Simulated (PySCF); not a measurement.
Spinor energies of P⁺ (phosphorus, charge +1)

Start: [Ne] 3s1 3p2 4s1; 3s1/2 filled at m_j = +1/2; 3p3/2 filled at m_j = +1/2, +3/2; 4s1/2 filled at m_j = +1/2. Calculated with PySCF 2.14 in x2c-TZVPall-2c with one added diffuse shell each of s, p type (6s7p2d1f, 44 functions): generalised Hartree-Fock with the X2C-1e Hamiltonian and a Gaussian nucleus; one run each with spin-orbit coupling (SO) switched off, then screened by Boettger's factors. This is a chosen level, not necessarily the ground level.

| spinor shell | electrons | ε, spin-free (eV) | ε, screened SO (eV) | weight of nominal j (screened SO) | rms radius, screened SO (bohr) |
| --- | --- | --- | --- | --- | --- |
| 1s1/2 | 2 | -2200.7 | -2200.7 | 1.000 | 0.120 |
| 2s1/2 | 2 | -223.37 | -223.38 | 1.000 | 0.560 |
| 2p1/2 | 2 | -165.13 | -166.02 | 0.763 | 0.538 |
| 3s1/2 | 1 | -37.605 | -37.608 | 0.999 | 1.86 |
| 3p3/2 | 2 | -25.299 | -25.288 | 0.830 | 2.13 |
| 4s1/2 | 1 | -8.856 | -8.857 | 0.998 | 4.98 |

Q: Where does 2p3/2 lie, and what is the 2p spin-orbit splitting (screened SO)?

A: At -164.69 eV, 1.327 eV above 2p1/2.

```tsv
quantity	spin-free	screened SO
E (hartree)	-340.57837	-340.57786
M_J	3	3
⟨J²⟩	12.016	12.017
⟨L²⟩	2.016	2.017
⟨S²⟩	6.000	6.000
```

Each row is a mean over spinors that exchange with the open shell spreads, by up to 1.987 eV (2p3/2).

Rows whose weight is well below 1 are mixtures of j = l ± 1/2: exchange outweighs spin-orbit coupling there, and the label is only the starting occupation.

Without spin-orbit coupling the j labels of p, d and f shells carry no meaning; the spin-free column gives the mean over the occupied spinors of each nl shell.
